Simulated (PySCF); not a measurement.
Ga(OH)(PH2)2 (GaH₅OP₂), SMILES [OH][Ga]([PH2])[PH2]. Atoms are numbered in the order given.

```xyz
9

Ga     0.2256    -0.0912    -0.0710
O      1.8529    -0.5871    -0.6580
H      2.4417    -0.9759     0.0013
P     -0.3030    -0.2742     2.2095
H      0.2505    -1.5890     2.3195
H     -1.6241    -0.7468     1.9359
P     -1.0248     0.9748    -1.7280
H     -2.2505     0.3597    -1.3224
H     -0.7160    -0.0332    -2.6929
```
Charge 0, spin multiplicity 1.

Geometry: B3LYP-D3(BJ)/def2-SVP. The structure was generated by enumeration; whether it is a known compound was not checked. The values are those of a single conformer.

Two levels are set side by side: PBE/pcSseg-1 (PySCF) and B3LYP/pcSseg-1 (PySCF). GIAO shifts against H2O (¹⁷O), PH3 (³¹P), TMS (¹H) at the same level; non-relativistic, no solvent, atoms listed together averaged. Differences are taken from unrounded values.

```json
[
 {"quantity": "δ(¹⁷O) of O2 (ppm)", "PBE": "164.7"},
 {"quantity": "δ(¹H) of H3 (ppm)", "PBE": "4.39"}
]
```

Q: These are the PBE values. What does B3LYP give? (The exact figures need the calculation; the answer reports its results.)

A: 
| quantity | B3LYP | PBE minus B3LYP |
|---|---|---|
| δ(¹⁷O) of O2 (ppm) | 146.4 | 18.3 |
| δ(¹H) of H3 (ppm) | 3.96 | 0.43 |

Rough cost on one machine, each run with all the roots and properties that it gave: B3LYP against PBE within a factor of 2.
